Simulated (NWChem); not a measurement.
## Total energies of selenium dioxide (O$_{2}$Se)

SMILES: O=[Se]=O
```xyz
3

O      1.3523     0.0000    -0.5852
Se     0.0000     0.0000     0.2754
O     -1.3523     0.0000    -0.5852
```
Charge 0, spin multiplicity 1.

The numbers come from NWChem runs, not from measurements. Structure: optimised with PBE0/def2-SVP, a minimum by its harmonic frequencies.

Basis set: def2-SVP (60 functions).

```
method     total energy (Ha)
---------  -----------------
RHF              -2549.01467
MP2              -2549.66266
B2PLYP           -2550.99999
PBE              -2551.01838
B3LYP            -2551.53619
BHandHLYP        -2551.39073
CCSD(T)          -2549.66931
```

Total energies of different functionals aren't comparable as a measure of quality: only differences taken within one method are. 

The Hamiltonian is non-relativistic. The correlated methods keep 11 core orbitals frozen. B3LYP has NWChem's definition, with VWN1-RPA local correlation. Coupled-cluster values serve here as a point of comparison, not as the truth.
